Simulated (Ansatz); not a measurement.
## Equilibrium of BH2(CH3) + CuNH2 ⇌ BH(CH3)(NH2) + CuH at process temperatures

Species: BH2(CH3), singlet; CuNH2 `[NH2][Cu]`, singlet; BH(CH3)(NH2), singlet; CuH, singlet. The partners trade H for NH2: B–H and Cu–NH2 bonds give way to B–NH2 and Cu–H.

The electronic reaction energy at wB97M-V/def2-TZVPP is -170.8 kJ/mol. Shapes: PBE0-D4/def2-TZVP. Programs: Ansatz 0.2.0. Enthalpy and entropy come from rigid-rotor, harmonic-oscillator sums on unscaled PBE0-D4/def2-TZVP wavenumbers, ideal gases at 1 bar. Symmetry numbers: BH2(CH3) 1, CuNH2 1, BH(CH3)(NH2) 1, CuH 1. R = 8.3145 J/(mol K).

| T (K) | ΔH (kJ/mol) | ΔS (J/(mol K)) |
| --- | --- | --- |
| 500 | -167.9 | -27.8 |
| 700 | ? | ? |
| 900 | -166.7 | -26.2 |

Q: Work out ln K at 500 and 900 K, and from these estimate it at 700 K.

A: 
1. 500 K: ΔG = -167.9 − 500 × (-27.8)/1000 = -154.0 kJ/mol; ln K = −ΔG/RT = +37.04.
2. 900 K: ΔG = -166.7 − 900 × (-26.2)/1000 = -143.1 kJ/mol; ln K = −ΔG/RT = +19.12.
3. Slope against 1000/T: (+19.12 − (+37.04))/(1.1111 − 2.0000) = +20.16, that is −ΔH/R with ΔH near -168 kJ/mol.
4. 700 K: ln K = +37.04 + (+20.16) × (1.4286 − 2.0000) = +25.52.

The full sums give ΔH = -167.4 kJ/mol, ΔS = -27.0 J/(mol K), ΔG = -148.5 kJ/mol and ln K = +25.51 at 700 K, so the line is off by +0.01 in ln K; without rounding the miss is +0.01, from the change of ΔH with temperature. The products are favoured over this whole range. An error of 10 kJ/mol in the energy moves ln K by 1.7 at 700 K. Soft modes are treated as harmonic, which can err either way at these temperatures; the lowest are those of BH2(CH3) (172 cm⁻¹), BH(CH3)(NH2) (142 cm⁻¹). Relativity is left out for Cu.
